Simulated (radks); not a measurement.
Q: The gallium ion Ga+, [Ar] 3d10 4s2. Method: non-relativistic Kohn-Sham, exchange-only LDA, spin-polarised, spherical densities, point nucleus; computed with a radial shooting solver on a logarithmic mesh with Libxc functionals. Every spin shell is full or empty, so the densities are truly spherical. Functionals are evaluated on that one density, not self-consistently. Rank these orbital-free kinetic functionals by their error against the exact value of the orbitals, and give that value: Thomas-Fermi, von Weizsacker, TF + vW/5, LC94, revAPBEK, Perdew 92, Thakkar, Pearson, PG1, DePristo-Kress, Ernzerhof.

A: Exact: 1918.90 hartree. From best to worst, with 100 (|E| - |E exact|)/|E exact| (equal figures are ties): LC94 -0.09, DePristo-Kress -0.18, revAPBEK +0.23, Ernzerhof -0.48, Thakkar -0.55, Perdew 92 -0.84, Pearson -1.26, TF + vW/5 +3.48, Thomas-Fermi -6.27, PG1 +18.21, von Weizsacker -51.25.
